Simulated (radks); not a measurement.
Values are calculated unless marked as measured or tabulated.
Neutral cerium inside a hard spherical wall (all orbitals vanish at R), configuration held at [Xe] 4f1 5d1 6s2 and not refilled when levels cross. Code: a radial shooting solver on a logarithmic mesh with Libxc functionals. Model: scalar-relativistic Kohn-Sham, PBE, spin-unpolarised, spherical densities, finite nucleus; Fermi nuclear charge, rms radius 4.8771 fm. Eigenvalues in eV, with the zero of energy where the potential of the charges vanishes at infinity; a dash marks a level that is unbound or too diffuse for the functional's potential to be trusted. A positive occupied level is held by the wall or, in an anion where self-interaction has pushed it up, behind a barrier. The pressure on the wall is -dE/dV.

| R (bohr) | E (hartree) | kinetic (hartree) | e(5p) | e(4f) | e(6s) | e(5d) | e(6p, empty) | e(7s, empty) | pressure (GPa) |
|---|---|---|---|---|---|---|---|---|---|
| free | -8860.0377 | 9389.934 | -23.226 | -5.383 | -3.745 | -3.060 | -1.348 | - | 0 |
| 20 | -8860.0377 | 9389.934 | -23.226 | -5.383 | -3.745 | -3.059 | -1.348 | 0.013 | < 0.0001 |
| 15 | -8860.0377 | 9389.934 | -23.223 | -5.379 | -3.742 | -3.057 | -1.334 | 0.378 | 0.000273 |
| 12 | -8860.0372 | 9389.940 | -23.183 | -5.339 | -3.712 | -3.022 | -1.242 | 1.241 | 0.00843 |
| 10 | -8860.0341 | 9389.965 | -23.022 | -5.174 | -3.581 | -2.883 | -0.963 | 2.820 | 0.0818 |
| 8 | -8860.0137 | 9390.089 | -22.407 | -4.537 | -3.003 | -2.348 | 0.046 | 6.882 | 0.816 |
| 6 | -8859.8820 | 9390.678 | -20.465 | -2.447 | -0.428 | -0.484 | 4.009 | 19.185 | 9.67 |
| 3 | -8855.0090 | 9408.548 | -0.555 | 20.313 | 54.491 | 25.916 | 71.531 | 166.87 | 2020 |
| 2 | -8830.1777 | 9485.744 | 64.859 | 71.605 | 235.94 | 110.59 | 268.29 | 531.17 | 36300 |
